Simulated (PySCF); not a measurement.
Compound: C3H10FSi3 (doublet state).
Z-matrix (Å and degrees, GFN2-xTB geometry), rows numbered from 1:
```
F 
C   1  1.3599
Si  2  1.8782  1  114.47
C   3  1.8985  2  107.35  1   161.56
Si  4  1.9001  3  115.53  2    41.04
C   5  1.9000  4  108.19  3   -60.56
Si  2  1.8783  1  114.45  3  -174.52
H   3  1.4727  2  109.84  1   -78.93
H   3  1.4697  2  109.21  1    40.12
H   4  1.0885  3  108.30  2   164.10
H   4  1.0899  3  108.99  2   -81.28
H   5  1.4742  4  109.50  3  -179.83
H   5  1.4691  4  110.64  3    60.81
H   6  1.0899  5  108.37  4   -62.10
H   6  1.0886  5  109.39  4  -177.00
H   7  1.4731  2  109.80  1    78.94
H   7  1.4701  2  109.26  1   -40.17
```

The hyperfine couplings belong to this conformer and change with its torsions.

The species is `F[C]1[SiH2]C[SiH2]C[SiH2]1` [radical].

Method used: UKS B3LYP, pcH-1 on C F H Si, non-relativistic, mean-field spin-orbit, GIAO (PySCF). Isolated species at its GFN2-xTB geometry (one conformer only). The geometry wasn't refined by DFT: couplings that depend on bond lengths, twists or pyramidal angles can differ widely from those at the functional's own minimum. The SCF solution wasn't tested for stability.

Give the principal g shifts and their parts.

```json
{"Δg (ppm)": "relativistic mass correction", "1": "-175", "2": "-175", "3": "-175"}
{"Δg (ppm)": "gauge correction", "1": "0", "2": "37", "3": "41"}
{"Δg (ppm)": "orbital Zeeman/spin–orbit", "1": "-112", "2": "3087", "3": "3564"}
{"Δg (ppm)": "total", "1": "-287", "2": "2949", "3": "3430"}
```

So g = 2.00203, 2.00527, 2.00575 and g_iso = 2.00435; the tensor is close to axial: the two nearest values differ by 13 % of g3 − g1. Axes: g3 points within 3° of the F1–C2 bond.

How much does each term add to the isotropic shift?

The orbital-Zeeman/spin–orbit term 2180, the mass correction -175 and the gauge correction 26 ppm, for a total of 2030 ppm. The orbital-Zeeman/spin–orbit term is the largest in size. The mass correction is the same along every axis, so the anisotropy comes from the other two: their spans along these axes are 41 (gauge) and 3676 ppm (orbital Zeeman/spin–orbit).

What effective moment and Curie constant follow for a powder?

With the mean of g² = 4.0174 and S(S+1) = 0.75: μ_eff = √(⟨g²⟩S(S+1)) = 1.736 μB and χT = 0.12505·⟨g²⟩·S(S+1) = 0.377 cm³ K/mol (cgs; spin-Hamiltonian part alone).

In a frozen sample, at which fields do the three g values resonate at 9.5, 34, 94 and 263 GHz (hyperfine left aside), and which band first spreads them over more than twice a line width of 1.0 mT?

| band | GHz | B(g3) mT | B(g2) mT | B(g1) mT | spread mT |
| --- | --- | --- | --- | --- | --- |
| X | 9.5 | 338.40 | 338.49 | 339.03 | 0.63 |
| Q | 34.0 | 1211.13 | 1211.42 | 1213.38 | 2.25 |
| W | 94.0 | 3348.42 | 3349.22 | 3354.64 | 6.22 |
| J | 263.0 | 9368.45 | 9370.69 | 9385.84 | 17.39 |

The spread grows in proportion to the frequency. Q band is the first where it exceeds 2.0 mT.

The largest Mulliken spin populations are on C2 (+0.87) and F1 (+0.08). C2 is the only atom above +0.15. The angles at C2 add up to 359.7°, so it is planar.

The HOMO–LUMO gaps are 5.99 eV among the α and 5.31 eV among the β orbitals.

On one thread, Arm Neoverse V2 (aarch64), no GPU, shared host, this took 2.1 min wall (with the writing of density and orbital grids) and 1.1 GiB of memory at its peak.
